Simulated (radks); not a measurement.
Q: Method: Dirac Kohn-Sham, PBE, spin-unpolarised, spherical densities, point nucleus; open shells fill j = l - 1/2 first; computed with a radial shooting solver on a logarithmic mesh with Libxc functionals. Each species is in its NIST ground configuration. Rank Cd3+, Rb3+, Pd3+, Sb3+, Xe3+, Sn3+, I3+, Rh3+, Nb3+, Sr3+, Zr3+, Mo3+, In3+, Ag3+, Tc3+, Ru3+, Te3+ by Delta-SCF ionisation energy (eV), largest first.

A: Sr3+ 56.835, In3+ 56.004, Cd3+ 53.701, Rb3+ 53.121, Ag3+ 51.378, Pd3+ 49.029, Rh3+ 46.651, Sb3+ 44.292, Ru3+ 44.236, Tc3+ 42.164, Xe3+ 41.566, Sn3+ 41.123, I3+ 40.318, Mo3+ 39.625, Te3+ 37.334, Nb3+ 37.020, Zr3+ 34.325.
